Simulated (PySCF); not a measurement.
Computed shifts of a molecule C5H6OSi, PySCF with HF/pcSseg-1, GIAO, gas phase, equivalent atoms averaged, in ppm (number of nuclei): ¹³C: 108.4 (2), 89.1 (2), 2.5 (1). ²⁹Si: -38.6 (1). ¹H: 3.04 (2), 2.12 (1), 0.72 (3). References: ¹³C against TMS (σ = 192.6 ppm); ²⁹Si against TMS (σ = 393.8 ppm); ¹⁷O against H2O (σ = 333.0 ppm); ¹H against TMS (σ = 31.99 ppm), references at their B3LYP-D3(BJ)/def2-TZVP geometries, non-relativistic. The structure is a stationary point at PBE0-D3(BJ)/def2-SVP. The values are those of a single conformer.

Problem. Identify the compound among the candidates.
(A) C#CC[Si@@H](O)C#C
(B) C#C[Si](C)(O)C#C
(C) [SiH3]C#CC1=COC1
(D) C#C[SiH](C#C)CO

Solution. B, C#C[Si](C)(O)C#C
